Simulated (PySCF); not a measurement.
**As (arsenic, neutral) across methods**

[Ar] 3d10 4s2 4p2 4d1, one real determinant (an excited configuration). Calculation: PySCF 2.14, in aug-cc-pVQZ-DK; scalar relativity by spin-free X2C-1e.

```
   method  E (hartree)  mean ε 4s β (eV)  mean ε 4p α (eV)  mean ε 4d α (eV)  Σ⟨r²⟩ (bohr²)   ⟨S²⟩
     MN15    -2261.892           -17.960           -10.209             0.060          56.59  3.751
   r2SCAN    -2260.387           -16.822            -9.053             0.008          59.39  3.752
BHandHLYP    -2260.384           -18.939           -10.871            -0.527          60.06  3.752
    B3LYP    -2260.463           -17.792            -9.493            -0.294          59.75  3.751
      UHF  -2258.71151           -19.817           -13.110            -1.057          61.24  3.756
      PBE    -2260.113           -16.595            -8.597            -0.075          59.45  3.751
      LDA    -2256.973           -16.961            -8.626             0.009          58.86  3.751
     PBE0    -2260.144           -17.697            -9.880            -0.405          59.59  3.752
```

(1) Estimate the same row for HSE06.

⟨L²⟩ = 7.99 against 12 for a pure F term, so this real determinant mixes terms. The outer electron is Rydberg-like, and this basis confines it to a smaller radius and binds it less than a complete one would.

The highest occupied level is positive at MN15, r2SCAN, LDA: only the finite basis holds that electron, which in a density functional comes from self-interaction.

## Answers

(1) E (hartree) = -2260.144; mean ε 4s β (eV) = -17.449; mean ε 4p α (eV) = -9.458; mean ε 4d α (eV) = -0.096; Σ⟨r²⟩ (bohr²) = 59.67; ⟨S²⟩ = 3.752.
